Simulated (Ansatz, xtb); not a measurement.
## Ranking isomers of C2H7ClGeSi2

4 gas-phase structures of C2H7ClGeSi2, from a drawn sample of its isomers (lower ones may exist). Each was relaxed with GFN2-xTB; where two conformers were screened, the lower at r2SCAN-D4/def2-SVP is listed:

A. `C#C[Si@@]([SiH3])(Cl)[GeH3]`, a singlet
B. `C=[C]1[SiH2][SiH2][Ge@@H]1[Cl]`, a singlet
C. `C#[C][GeH2][Si@H]([SiH3])Cl`, a singlet
D. `[SiH3][GeH2][C]#C[SiH2]Cl`, a singlet

Q: Which do you expect lowest at r2SCAN-D4/def2-SVP, and how would the others follow?

A: Calculated order at r2SCAN-D4/def2-SVP: B (0.0), D (14.2), A (17.4), C (22.8) kcal/mol.

Energies above the lowest of each column, in kcal/mol; the last columns are at PBE-D3(BJ)/def2-SVP geometries and were run for some of them only (a dash: not run or not comparable):

```
structure  GFN2-xTB  HF/STO-3G  r2SCAN-D4/def2-SVP  PBE-D3(BJ)/def2-SVP  CCSD(T)/def2-SVP + ΔMP2/def2-TZVPP
        B       0.0        0.0                 0.0                  0.0                                 0.0
        D       0.6        2.0                14.2                 19.7                                 7.2
        A      16.8        9.7                17.4                 19.1                                12.0
        C      15.4       10.7                22.8                    –                                   –
```

Every level run on B puts it lowest or level with the lowest. Flexible structures stand in one conformer each, not always the lowest. Frequencies (GFN2-xTB) were run for A, B, D alone. ΔMP2 is the change of the MP2 energy from the smaller to the larger basis.

Over these structures GFN2-xTB departs from r2SCAN-D4/def2-SVP by 5.1 kcal/mol on average once a common shift is removed. A GFN2-xTB relaxation took about 0.14 s and the r2SCAN-D4/def2-SVP energy about 2.1 s on a shared host (Ansatz 0.2.0, xtb 6.7.1).
